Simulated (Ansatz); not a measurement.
# Low-lying states of ScF2

Program: Ansatz, Gaussian basis, development build. State-averaged CASSCF with equal weights; occupations are averaged over the states; levels count from the state that is lowest in CASSCF. The basis is small, far from the limit. No symmetry is imposed, so a solution can break that of the shape. The lowest solution met needn't be the lowest there is, nor hold the orbitals that a chemist would pick. CASSCF levels without dynamic correlation can be off by over 1 eV.

Geometry:

```
atom   x (Å)   y (Å)    z (Å)
   F  0.0000  0.8589   1.6498
  Sc  0.0000  0.0000   0.0000
   F  0.0000  0.8589  -1.6498
```

Basis def2-SVP, nonrelativistic, 7 orbitals frozen in the corrections; active space CAS(1,6). Averaged: 2 doublets.

CASSCF levels: doublet 0.00, doublet 0.35 eV.

Problem. How does SC-NEVPT2 move them?

Solution. doublet 0.00, doublet 0.60 eV, in the same order of listing. The lowest state stays.
